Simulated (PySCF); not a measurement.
**POs: one state, many levels of theory**

State: ²Δ (doublet), unpaired electrons δ ↑. Set-up: PySCF, scalar-relativistic core potentials, basis sets P def2-TZVPP, Os def2-TZVPP with ECP60. De refers to P + Os (5d6 6s2) in their high-spin ground configurations, without counterpoise correction. The functionals are run spin-unrestricted. A positive dipole means P(−)Os(+). Levels whose curve was spin-contaminated or gave no clean fit are not listed.

```csv
Level,Re (Å),ωe (cm⁻¹),De (eV),μ (D)
ROHF,1.968,686,n/a,2.14
ROHF-MP2,2.037,573,n/a,n/a
ROHF-SCS-MP2,2.034,576,n/a,n/a
ROHF-CCSD,2.003,625,3.09,n/a
ROHF-CCSD(T),2.021,598,3.83,n/a
PBE,2.015,604,n/a,0.32
BLYP,2.029,587,n/a,0.16
TPSS,2.017,599,n/a,0.69
```

The bond length runs from 1.968 Å (ROHF) to 2.037 Å (ROHF-MP2).

Correlated steps freeze 5 core orbitals. De is left out where the level can put another filling of the metal’s s and d shells below the measured ground configuration, by anything from nothing to about 1 eV. Spin–orbit coupling is left out, which matters for elements this heavy, above all for dissociation energies. UHF is strongly spin-contaminated for POs, so the ROHF reference used there is far from stable. The state is the lowest single determinant that the PBE0 search found; with open d or f shells the true ground state can be another one.

The whole job (state search and all levels along the bond) took about 18 min on 2 threads of Intel Xeon Platinum 8375C @ 2.90GHz (shared host), peak memory 4.1 GiB.
